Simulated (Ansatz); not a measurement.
**Ligand exchange: C3H7FMg + CH8OSi2 → C3H8MgO + CH7FSi2**

Species: C3H7FMg `C[CH](C)[Mg][F]`, singlet; CH8OSi2 `C[SiH2][SiH2]O`, singlet; C3H8MgO `C[CH](C)[Mg][OH]`, singlet; CH7FSi2 `C[SiH2][SiH2]F`, singlet. The partners trade F for OH: Mg–F and Si–OH bonds give way to Mg–OH and Si–F.

Shapes, held fixed at every level: PBE0-D4/def2-TZVP. Flexible molecules stand in one conformer, not always the lowest. Programs: Ansatz 0.2.0. Electronic energies: no zero-point or thermal term.

```csv
level,kind,ΔE (kJ/mol),less CCSD(T)/def2-TZVPP,CPU time (sum over the molecules)
HF/def2-TZVPP,Hartree–Fock,+12.7,-4.6,–
PBE-D4/def2-TZVPP,GGA,+24.0,+6.7,38 s
wB97M-V/def2-TZVPP,range-separated hybrid,+18.1,+0.8,2.8 min
wB97X-V/def2-TZVPP,range-separated hybrid,+18.5,+1.2,2 min
B2PLYP/def2-TZVPP,double hybrid,+17.6,+0.3,80 s
MP2/def2-TZVPP,perturbation theory,+17.4,+0.1,–
CCSD(T)/def2-TZVPP,coupled cluster or CI,+17.3,0.0,47 min
```

The highest level, CCSD(T)/def2-TZVPP, gives ΔE = +17.3 kJ/mol; the levels span +12.7 to +24.0. The column of differences is taken from that level and isn't an error. No measured value is set beside it here. Outer-core shells of Mg are correlated in most correlated rows, in sets that cover them unevenly. Times are processor times on shared x86 and Arm servers, and rough.
